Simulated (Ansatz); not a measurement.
Geometry optimisation, Ansatz 0.2.0, DFT r2SCAN, scalar-relativistic, plane waves, PAW.

Input file:

```yaml
accuracy: low
crystal:
  lattice:
    - [5.511272, 0.0, 0.0]
    - [0.0, 5.511272, 0.0]
    - [0.0, 0.0, 5.511272]
  atoms:
    - { symbol: O, position: [-0.0158592, 0.8287803, 0.6561892] }
    - { symbol: H, position: [-0.085695, 0.7343381, 0.525464] }
    - { symbol: H, position: [0.1459312, 0.762689, 0.674662] }
    - { symbol: O, position: [0.3902736, 0.4712096, 0.2560817] }
    - { symbol: H, position: [0.4157929, 0.6016197, 0.1410711] }
    - { symbol: H, position: [0.3914401, 0.3261699, 0.1568467] }
    - { symbol: O, position: [0.582486, 0.9428964, 0.9101724] }
    - { symbol: H, position: [0.6474561, 1.0986912, 0.9590838] }
    - { symbol: H, position: [0.5356738, 0.8669266, 1.0615747] }
    - { symbol: O, position: [0.9028244, 0.3959296, 0.3722217] }
    - { symbol: H, position: [1.0008659, 0.4439711, 0.5099363] }
    - { symbol: H, position: [0.7392923, 0.390328, 0.4363414] }
    - { symbol: C, position: [0.0228153, 0.0986311, 0.0387294] }
    - { symbol: O, position: [0.0597789, -0.0871743, 0.1379639] }
    - { symbol: O, position: [-0.0141483, 0.2844365, -0.0605051] }
basis:
  ecutwfc: 500.0
kpoints:
  mp_grid: { grid: [1, 1, 1] }
hamiltonian:
  xc: r2scan
scf:
  occupations: { method: fermi_dirac, width: 0.05 }
  lower_state_search: "off"
relax:
  f_tol: 0.3
  max_steps: 15
  adjacent_minimum: "off"
```

Launched with:

```bash
$ ansatz run input.yaml --threads 1 --pin off --max-ram 3072MiB --backend cpu --events-out ev --progress --plain --runs-dir out
```

Task: Where does it end, and by what steps?

Result: The forces met the threshold. The threshold is loose, so the end isn't yet a minimum. The force dipped under the threshold on the way, but the program's further checks kept it going. Limits of this set-up: coarse k mesh, low accuracy level. After 14 steps the energy has fallen by 2.230 eV; H11 moved furthest, 1.77 Å.

| step | energy less start (eV) | largest force component (eV/Å) | accepted |
| --- | --- | --- | --- |
| 0 | 0.0000 | 2.106 | yes |
| 1 | -0.5281 | 1.477 | yes |
| 2 | -0.7552 | 1.465 | yes |
| 3 | -0.9730 | 1.863 | yes |
| 4 | -1.2122 | 2.107 | yes |
| 5 | -1.4466 | 1.413 | yes |
| 6 | -1.6718 | 0.866 | yes |
| 7 | -1.8382 | 0.714 | yes |
| 8 | -1.9788 | 0.597 | yes |
| 9 | -2.0638 | 0.477 | yes |
| 10 | -2.1388 | 0.295 | yes |
| 11 | -2.1388 | 0.296 | yes |
| 12 | -2.1740 | 0.756 | yes |
| 13 | -2.2302 | 0.233 | yes |
| 14 | -2.2302 | 0.233 | yes |

```xyz
15
Lattice="5.5113 0.0000 0.0000 0.0000 5.5113 0.0000 0.0000 0.0000 5.5113" Properties=species:S:1:pos:R:3
O 0.470 4.082 4.288
H -0.001 3.545 3.623
H 1.136 4.590 3.803
O 2.460 2.964 0.527
H 1.606 3.158 0.093
H 2.795 2.177 0.074
O 3.170 5.400 4.644
H 4.082 5.218 4.368
H 2.982 4.628 5.212
O 4.321 2.407 2.709
H 3.964 1.841 3.407
H 3.556 2.684 2.171
C 0.323 0.759 0.812
O 0.731 0.059 1.640
O -0.075 1.458 -0.026
```

Whether the end is a true minimum wasn't checked by a vibrational analysis.

The run took 3.6 min on 1 thread of Intel(R) Xeon(R) Processor @ 2.50GHz (Skylake/Cascade Lake) (shared host), peak memory 0.52 GiB.
